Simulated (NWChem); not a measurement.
Molecule: BeSiH4O; SMILES [OH][Be][SiH3]

```xyz
7

Be     0.6558     0.0441    -0.4567
O      1.7793     0.0694    -1.2787
H      2.5408     0.0873    -1.8431
Si    -1.0911     0.0039     0.8220
H     -1.9282    -1.2222     0.6033
H     -1.9911     1.1823     0.5917
H     -0.7299     0.0205     2.2784
```
Atoms are numbered in this order, from 1.

All runs: NWChem. Pople sets run with spherical d functions. The geometry was optimised at PBE0/def2-SVP. Vzz is the largest principal value of the second derivative of the potential at the nucleus (NWChem prints the opposite sign); η is the asymmetry. Non-relativistic.

**Question.** Predict the results for PBE/6-31G*. Quantities: Vzz Be1 (a.u.); η Be1; Vzz O2 (a.u.); η O2.

**Answer.** 
| Item | Result |
|---|---|
| Vzz Be1 (a.u.) | -0.158 |
| η Be1 | 0.00 |
| Vzz O2 (a.u.) | 1.294 |
| η O2 | 0.00 |
